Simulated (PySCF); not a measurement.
Computed with M06-2X/def2-TZVP // B3LYP-D3(BJ)/def2-TZVP in PySCF 2.14.0. All species are isolated molecules in the gas phase. 

Reference species (SMILES): `BrC(Br)(Br)Br` (neutral, multiplicity 1).

The dipole moment is 0.00 D.

Changed species: `BrCBr` (whole molecule; the reference has whole molecule).

### Question
What does the change do to the dipole moment?

### Answer
the dipole moment rises by 1.56 D, to 1.56 D.
